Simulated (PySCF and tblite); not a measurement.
The numbers below are computed, except where a source is named.
**Conformers and averaged properties: C7H9FO, numbered as in [CH3:1][C@@H:2]1[CH2:3][CH:4]=[C:5]([F:6])[C:7](=[O:8])[CH2:9]1**

The ensemble was built from 60 distance-geometry starts (ETKDG and KDG, MMFF94s, GFN2-xTB) and rests on GFN2-xTB geometries. Weights use HSE06-D3(BJ)/pcseg-1 (IEF-PCM, chloroform) energies plus GFN2-xTB zero-point and thermal terms (modes under about 100 cm⁻¹ blended into free rotors). Symmetry numbers and mirror images are counted. Conformers within 2 kcal/mol (GFN2-xTB free energy) were kept, 4 at most. GIAO shieldings: PW91/pcSseg-1 (IEF-PCM, chloroform). Shifts are against TMS (¹H), TMS (¹³C) at the same level; of two unlike H on one atom, a is the less shielded. Programs: PySCF with density fitting and tblite.

The 6-ring runs over atoms 2–3–4–5–7–9.

```json
{"conformer": "1", "shape": "6-ring envelope (ring torsions 22, 2, 5, -36, 59, -51°)", "symmetry": "C1", "E(GFN2) kcal/mol": "0.00", "E(DFT) kcal/mol": "0.00", "G(298.15 K) kcal/mol": "0.00", "weight %": "83.7", "dipole D": "5.96"}
{"conformer": "2", "shape": "6-ring envelope (ring torsions -21, -1, -6, 36, -58, 49°)", "symmetry": "C1", "E(GFN2) kcal/mol": "0.15", "E(DFT) kcal/mol": "0.83", "G(298.15 K) kcal/mol": "0.97", "weight %": "16.3", "dipole D": "5.94"}
```

Weights (%) against temperature:

```
 T (K)     1     2  S(mix) cal/mol/K
   150  95.7   4.3              0.35
   200  91.3   8.7              0.59
   220  89.6  10.4              0.66
298.15  83.7  16.3              0.88
   320  82.3  17.7              0.93
```

Averaged shifts at 298.15 K. ¹H: 6.93 (H4, 1H), 2.65 (H3a, 1H), 2.44 (H9a, 1H), 2.42 (H3b, 1H), 2.33 (H9b, 1H), 2.24 (H2, 1H), 1.14 (H1, 3H) ppm. ¹³C: 197.1 (C7), 164.1 (C5), 137.4 (C4), 54.7 (C9), 39.8 (C3), 39.7 (C2), 24.2 (C1) ppm.

Coordinates of conformer 1 (Å):

```xyz
18

C    -2.189   -0.128   -0.145
C    -0.736    0.038    0.288
C    -0.064    1.187   -0.466
C     1.392    1.258   -0.160
C     2.071    0.206    0.296
F     3.383    0.328    0.581
C     1.492   -1.138    0.512
O     2.114   -2.061    0.978
C     0.054   -1.249    0.050
H    -2.667   -0.923    0.421
H    -2.744    0.792    0.024
H    -2.247   -0.376   -1.202
H    -0.710    0.267    1.359
H    -0.191    1.040   -1.545
H    -0.538    2.138   -0.215
H     1.904    2.196   -0.317
H    -0.408   -2.098    0.555
H     0.076   -1.470   -1.022
```

Shifts are unscaled: against experiment ¹³C can be off by 15 ppm or more and ¹H by 0.8 ppm.


Conformer gaps in pcseg-1 on xTB geometries can be 2 kcal/mol off for S=O, P=O and other polar bonds.